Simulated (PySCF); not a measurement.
MoF5, SMILES [Mo+]([F])([F])([F])([F])[F], charge +1, multiplicity 1.

Geometry optimised at PBE0-D3(BJ)/def2-SVP. The multiplicity is an assumed one; no other spin state was optimised. The isomer is the one that the SMILES or the coordinates give; other isomers of the formula were not compared. The def2 effective core potentials stand for the cores of Mo; spin–orbit coupling is left out.

Calculation: CAM-B3LYP/def2-TZVP in PySCF.

Symmetry labels are those of the subgroup C2v that the program uses (full group D3h).

Question: List the valence orbital energies around the gap with their symmetry. (Estimate from the structure and the level; the computed values follow.)

Answer: 
```
orbital  symmetry  energy (eV)
-------  --------  -----------
HOMO−7         A1       -22.28
HOMO−6         B1       -22.28
HOMO−5         B1       -22.19
HOMO−4         B1       -21.38
HOMO−3         A1       -21.38
HOMO−2         B2       -21.26
HOMO−1         A2       -21.07
HOMO           B2       -21.07
LUMO           B2       -11.05
LUMO+1         A2       -11.05
LUMO+2         B1        -9.40
LUMO+3         A1        -9.40
```
